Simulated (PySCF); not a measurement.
Screening by computed properties: pick the candidate that meets the target.

Species are written as SMILES; each is one conformer at its optimised geometry, gas phase, non-relativistic unless stated; the electronic structure was computed with PySCF and density fitting.

Dipoles, sizes and rotational constants follow the conformer. The torsions of the flexible species, by atom-mapped SMILES:
- `[N:1]#[C:2][Si@@H:3]1[C@H:4]([CH:5]=[O:6])[CH2:7][Si@@H:8]1[CH2:9][SiH3:10]`: Si3–C4–C5–O6 -85°, C7–Si8–C9–Si10 -155°
- `[CH2:1]=[CH:2][c:3]1[cH:4][cH:5][cH:6][cH:7][c:8]1[CH:9]([F:10])[F:11]`: C1–C2–C3–C4 36°, C7–C8–C9–F10 -13°
- `[NH2:1][CH2:2][C:3]#[C:4][Si@@H:5]([C:6]#[C:7][SiH3:8])[O:9][SiH3:10]`: C4–Si5–O9–Si10 -67°, H–N1–C2–C3 60°, H–N1–C2–C3 -58°
- `[CH3:1][O:2][C:3](=[O:4])[PH:5][C:6]#[C:7][P:8]([CH3:9])[CH3:10]`: C1–O2–C3–O4 1°, O2–C3–P5–C6 58°
- `[CH2:1]=[CH:2][c:3]1[cH:4][c:5]([CH2:6][F:7])[cH:8][cH:9][c:10]1[F:11]`: C1–C2–C3–C4 10°, C4–C5–C6–F7 -177°
- `[CH3:1][O:2][C:3]1=[C:4]([F:5])[C:6](=[O:7])[CH:8]=[C:9]([CH3:10])[C:11]1=[O:12]`: C1–O2–C3–C4 0°

Question: Wanted: smallest rotational constant between 0.33 GHz and 0.6 GHz (GFN2-xTB) and HOMO energy below -7 eV (PBE0/pcSseg-1), at GFN2-xTB geometries. Which candidate meets both?
A. `COC(=O)PC#CP(C)C`
B. `NCC#C[Si@@H](C#C[SiH3])O[SiH3]`
C. `C=Cc1ccccc1C(F)F`
D. `N#C[Si@H]1[Si@@H](C[SiH3])C[C@H]1C=O`

Answer: D. Computed values:
```
                             species  smallest rotational constant  HOMO energy
      NCC#C[Si@@H](C#C[SiH3])O[SiH3]                     0.289 GHz     -7.22 eV
                    COC(=O)PC#CP(C)C                     0.373 GHz     -6.75 eV
N#C[Si@H]1[Si@@H](C[SiH3])C[C@H]1C=O                     0.559 GHz     -7.52 eV
                    C=Cc1ccccc1C(F)F                     0.643 GHz     -7.10 eV
```

Question: Wanted: HOMO–LUMO gap between 5 eV and 6 eV (PBE0/pcSseg-1) and dipole moment above 2 D (PBE0/pcSseg-1), at GFN2-xTB geometries. Which candidate meets both?
A. `C=Cc1cc(CF)ccc1F`
B. `C=Cc1ccccc1C(F)F`
C. `C(#N)[Si@H]1[Si@H](C[C@H]1C=O)C[SiH3]`
D. `COC1=C(F)C(=O)C=C(C)C1=O`

Answer: B. Computed values:
| species | HOMO–LUMO gap | dipole moment |
| --- | --- | --- |
| COC1=C(F)C(=O)C=C(C)C1=O | 3.88 eV | 1.31 D |
| C=Cc1cc(CF)ccc1F | 5.45 eV | 1.67 D |
| C=Cc1ccccc1C(F)F | 5.78 eV | 2.44 D |
| C(#N)[Si@H]1[Si@H](C[C@H]1C=O)C[SiH3] | 6.21 eV | 4.96 D |
